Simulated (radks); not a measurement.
Species: Ge. Configuration: [Ar] 3d10 4s2 4p2 (the NIST ground configuration).

All-electron calculation, scalar-relativistic Kohn-Sham, r2SCAN, spin-polarised, spherical densities, finite nucleus; open shells are filled with parallel spins first; meta-GGA in the generalised Kohn-Sham scheme; Fermi nuclear charge, rms radius 4.0742 fm. Program: a radial shooting solver on a logarithmic mesh with Libxc functionals.

Energy parts (hartree):
part                       energy
total                 -2099.19989
kinetic                2137.26678
electron-nucleus      -5059.50724
Hartree                 902.90316
exchange-correlation    -79.86259

Orbitals (lengths in bohr, moments of r in powers of bohr; r(90%) holds 90 % of the orbital's charge):
| orbital | occ. | eigenvalue (hartree) | r(90%) | <r^4> | <r^2> |
|---|---|---|---|---|---|
| 1s up | 1 | -403.9459 | 0.0840 | 0.00002281 | 0.002975 |
| 1s down | 1 | -403.9427 | 0.0840 | 0.00002281 | 0.002975 |
| 2s down | 1 | -50.85090 | 0.324 | 0.004681 | 0.05191 |
| 2s up | 1 | -50.85077 | 0.324 | 0.004681 | 0.05192 |
| 2p up | 3 | -44.36204 | 0.300 | 0.003446 | 0.04135 |
| 2p down | 3 | -44.36011 | 0.300 | 0.003446 | 0.04135 |
| 3s up | 1 | -6.37145 | 0.931 | 0.3235 | 0.4478 |
| 3s down | 1 | -6.36931 | 0.932 | 0.3232 | 0.4479 |
| 3p up | 3 | -4.36299 | 0.993 | 0.4211 | 0.4919 |
| 3p down | 3 | -4.36041 | 0.993 | 0.4192 | 0.4915 |
| 3d up | 5 | -1.09797 | 1.25 | 1.248 | 0.7003 |
| 3d down | 5 | -1.09235 | 1.24 | 1.169 | 0.6867 |
| 4s up | 1 | -0.47188 | 3.25 | 47.96 | 5.334 |
| 4s down | 1 | -0.39974 | 3.19 | 44.58 | 5.128 |
| 4p up | 2 | -0.17151 | 4.38 | 159.5 | 9.335 |
| 4p down | 0 | -0.08468 | 4.13 | 129.1 | 8.422 |

The highest occupied level is 4p up at -4.667 eV. Summed over all electrons, <r^2> = 40.27 bohr^2, which gives a Langevin (diamagnetic) susceptibility term of -31.9 x 10^-6 cm^3/mol. For comparison, the ionisation energy in NIST's Atomic Spectra Database is 7.899 eV (measured). In exact Kohn-Sham theory the highest level is minus the ionisation energy, but local and semilocal functionals leave it too shallow, through self-interaction and a potential that decays too fast; potentials with the right tail come closer. The density falls to 0.001 e/bohr^3 at r = 4.43 bohr.
